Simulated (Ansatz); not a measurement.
A CCSD(T) single point on `[CH3][Ge@H]1[O][C@@H]1F`.

```yaml
crystal:
  periodic: [false, false, false]
  atoms:
    - {symbol: C, position_ang: [-1.593529, -0.589578, 0.003578]}
    - {symbol: Ge, position_ang: [0.041153, 0.266251, 0.591349]}
    - {symbol: O, position_ang: [1.534933, -0.657661, -0.043344]}
    - {symbol: C, position_ang: [1.543269, 0.608036, -0.556426]}
    - {symbol: F, position_ang: [2.574804, 1.382074, -0.116773]}
    - {symbol: H, position_ang: [-1.565193, -0.725941, -1.076888]}
    - {symbol: H, position_ang: [-2.457251, 0.021847, 0.267258]}
    - {symbol: H, position_ang: [-1.687599, -1.563503, 0.486117]}
    - {symbol: H, position_ang: [0.210965, 0.511424, 2.091704]}
    - {symbol: H, position_ang: [1.481549, 0.695850, -1.643776]}
basis:
  gaussian: {orbitals: def2-TZVPP}
correlation: {method: ccsd_t}
output: {orbitals: {seedname: orbitals}}
```

```sh
$ ansatz run in.yaml --threads 4 --pin off --events-out ev --progress --plain
```

Log, shortened:

```
Functional definition: HF
1495 factors; integrals over basis functions are off by at most 1.1e-3 eV
mean field evaluation 1: about -63353.7750 eV, gradient 4.5e1 eV
mean field evaluation 2: about -63354.0132 eV, gradient 4.5e1 eV
mean field evaluation 4: about -63358.2090 eV, gradient 5.1e0 eV
mean field evaluation 8: about -63358.2958 eV, gradient 4.7e-1 eV
mean field evaluation 16: about -63358.2975 eV, gradient 1.4e-6 eV
mean field -63358.29747680 eV, -2328.3744864761 hartree, gradient 1.4e-6 eV, S^2 0.000000; 0 other end points of the search recorded, 0 dependent functions left out
13 core orbitals not correlated: weight in the atoms' cores, before any rotation towards them, 1.000 or more for the frozen orbitals, at most 0.000 for the correlated occupied ones
reference -63358.29747680 eV, -2328.3744864761 hartree; 20, 20 occupied and 209, 209 virtual orbitals, 1495 factors
second order -29.48895635 eV of doubles, -0.00000000 eV of singles
cycle   1  -29.02477517 eV  change    4.6e-1 eV  update   1.3e-1
cycle   2  -29.80514278 eV  change   -7.8e-1 eV  update   4.3e-2
cycle   3  -29.99349854 eV  change   -1.9e-1 eV  update   2.4e-2
cycle   4  -29.97668559 eV  change    1.7e-2 eV  update   6.9e-3
cycle   5  -29.97102289 eV  change    5.7e-3 eV  update   3.9e-3
cycle   6  -29.97373571 eV  change   -2.7e-3 eV  update   1.4e-3
cycle   7  -29.97344466 eV  change    2.9e-4 eV  update   5.7e-4
cycle   8  -29.97314144 eV  change    3.0e-4 eV  update   1.9e-4
cycle   9  -29.97320466 eV  change   -6.3e-5 eV  update   7.8e-5
cycle  10  -29.97324688 eV  change   -4.2e-5 eV  update   3.0e-5
perturbative correction -1.19896827 eV, -0.0440612713 hartree
Total energy: -63389.46969195 eV, -2329.5200442535 hartree
```

Run time 2.1 min (4 threads of a server CPU on a shared host); peak host memory 5.2 GiB.

The correlation energy is -31.172 eV, 3.8 % of it from (T); the T1 diagnostic reads 0.0144.
